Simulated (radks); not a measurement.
Question: The cobalt ion Co3+, 24 electrons, occupied as [Ne] 3s2 3p4 3d6 4d2 (not the ground configuration). All-electron calculation, non-relativistic Kohn-Sham, revPBE, spin-polarised, spherical densities, point nucleus; open shells are filled with parallel spins first. Program: a radial shooting solver on a logarithmic mesh with Libxc functionals. Some entries of the table are withheld. Estimate them.

orbital,occ.,eigenvalue (eV),<1/r> (bohr^-1),<r> (bohr)
1s up,1,-7591.968,26.52,0.05690
1s down,1,-7590.926,26.52,0.05689
2s up,1,-954.1614,5.708,0.2587
2s down,1,-950.4813,5.722,0.2580
2p up,3,-838.0732,5.666,0.2261
2p down,3,-834.7084,5.676,0.2255
3s up,1,-167.0449,1.867,0.7569
3s down,1,-157.3525,1.845,0.7644
3p up,3,-131.5017,1.761,0.7769
3p down,1,-121.9809,1.735,0.7883
3d up,5,-72.0513,1.521,(1)
3d down,1,-63.1193,1.484,(2)
4s up,0,-42.2761,(3),2.003
4s down,0,-39.0870,(4),2.014
4p up,0,-33.7102,(5),2.232
4p down,0,-30.5319,(6),2.226
4d up,2,-21.3881,0.4596,2.821

Answer: 
(1) 3d up <r> (bohr): 0.8246
(2) 3d down <r> (bohr): 0.8556
(3) 4s up <1/r> (bohr^-1): 0.6672
(4) 4s down <1/r> (bohr^-1): 0.6601
(5) 4p up <1/r> (bohr^-1): 0.5911
(6) 4p down <1/r> (bohr^-1): 0.5930
